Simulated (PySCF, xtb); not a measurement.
Sn(OH)3(SH) (H4O3SSn), SMILES [OH][Sn]([SH])([OH])[OH]. Other conformers were not sampled.

Harmonic wavenumbers (cm⁻¹) from xtb 6.7.1 with GFN2-xTB at its own minimum, in rising order: 60, 98, 99, 129, 133, 154, 164, 216, 259, 321, 435, 487, 493, 658, 796, 817, 824, 2439, 3622, 3626, 3634.

What does PySCF 2.14.0 with PBE-D3(BJ)/def2-SVP give at its own minimum? (The exact figures need the calculation; the answer reports its results.)

85, 107, 124, 140, 156, 165, 182, 227, 248, 345, 579, 601, 607, 681, 840, 866, 873, 2607, 3691, 3694, 3700. Paired by order, the mean absolute difference is 51 cm⁻¹ and the zero-point energies are 27.8 and 29.3 kcal/mol.
